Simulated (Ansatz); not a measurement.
Species: C₁₀H₉ClSi, SMILES `[SiH3]c1ccc2c(Cl)cccc2c1` (charge 0, multiplicity 1).

### Question
Give a relaxed geometry from PBE0-D4/def2-SVP run with Ansatz (a program for electronic structure).

### Answer
the end point of this relaxation (outside a Z-matrix the atoms follow the SMILES, hydrogens last).
Bonds (Å): Si1–C2 1.878, Si1–H13 1.496, Si1–H14 1.496, Si1–H15 1.494, C2–C3 1.423, C2–C12 1.381, C3–C4 1.373, C3–H16 1.094, C4–C5 1.417, C4–H17 1.091, C5–C6 1.423, C5–C11 1.429, C6–Cl7 1.734, C6–C8 1.376, C8–C9 1.411, C8–H18 1.091, C9–C10 1.374, C9–H19 1.092, C10–C11 1.417, C10–H20 1.093, C11–C12 1.419, C12–H21 1.094. Angles (°): C2–Si1–H13 110.7, C2–Si1–H14 110.7, C2–Si1–H15 109.1, H13–Si1–H14 107.7, H13–Si1–H15 109.3, H14–Si1–H15 109.3, Si1–C2–C3 120.8, Si1–C2–C12 121.0, C3–C2–C12 118.3, C2–C3–C4 121.5, C2–C3–H16 119.7, C4–C3–H16 118.8, C3–C4–C5 120.7, C3–C4–H17 120.6, C5–C4–H17 118.7, C4–C5–C6 123.5, C4–C5–C11 118.8, C6–C5–C11 117.7, C5–C6–Cl7 119.6, C5–C6–C8 121.6, Cl7–C6–C8 118.8, C6–C8–C9 119.9, C6–C8–H18 119.4, C9–C8–H18 120.6, C8–C9–C10 120.5, C8–C9–H19 119.1, C10–C9–H19 120.4, C9–C10–C11 120.5, C9–C10–H20 120.6, C11–C10–H20 118.8, C5–C11–C10 119.8, C5–C11–C12 118.7, C10–C11–C12 121.5, C2–C12–C11 122.1, C2–C12–H21 120.4, C11–C12–H21 117.6.
